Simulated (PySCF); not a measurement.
PySCF input file for Al(OH)3 (AlH3O3), SMILES [OH][Al]([OH])[OH], IEF-PCM-B3LYP/def2-SVP. The structure is a stationary point at r2SCAN-D4/def2-SVP. The isomer is the one that the SMILES or the coordinates give; other isomers of the formula were not compared. The values are those of a single conformer.

```python
import numpy as np
from pyscf import gto, scf, dft
from pyscf.solvent import pcm

mol = gto.M(
    atom='''
    Al    0.00000000    0.00000000   -0.00000000
    O     0.15190680    1.69007655    0.00000000
    H     0.99456712    2.15095158   -0.00000000
    O     1.38769583   -0.97659342    0.00000000
    H     1.36549515   -1.93679618   -0.00000000
    O    -1.53960262   -0.71348313    0.00000000
    H    -2.36006227   -0.21415538   -0.00000000
    ''',
    basis='def2-SVP',
    charge=0,
    spin=0,
    max_memory=1600,
    verbose=3,
)
mf = dft.RKS(mol, xc='b3lyp').density_fit(auxbasis='def2-universal-jkfit')
mf.grids.level = 3
mf.conv_tol = 1e-9
mf.max_cycle = 100
mf.kernel()
res = {}
for name, eps in {'water': 78.355, 'diethylether': 4.24, 'N,N-dimethylformamide': 37.219}.items():
    s = mf.PCM()
    s.with_solvent.method, s.with_solvent.eps, s.with_solvent.lebedev_order = 'IEF-PCM', eps, 29
    s.kernel(mf.make_rdm1())
    res[name] = (s.e_tot, eps, s.dip_moment(), s.mo_energy, s.converged)
    print(f'{name}: electrostatic solvation free energy {(s.e_tot - mf.e_tot) * 627.509474:.3f} kcal/mol')
```

Output:

```
converged SCF energy = -469.835255188568

WARN: PCM is an experimental feature. It is still in testing.
Features and APIs may be changed in the future.

converged SCF energy = -469.851340870872
Dipole moment(X, Y, Z, Debye): -0.00005, -0.00010,  0.00000
water: electrostatic solvation free energy -10.094 kcal/mol

WARN: PCM is an experimental feature. It is still in testing.
Features and APIs may be changed in the future.

converged SCF energy = -469.846353421322
Dipole moment(X, Y, Z, Debye): -0.00029,  0.00010, -0.00000
diethylether: electrostatic solvation free energy -6.964 kcal/mol

WARN: PCM is an experimental feature. It is still in testing.
Features and APIs may be changed in the future.

converged SCF energy = -469.850989638387
Dipole moment(X, Y, Z, Debye): -0.00007, -0.00007, -0.00000
N,N-dimethylformamide: electrostatic solvation free energy -9.874 kcal/mol
```

The run converged.
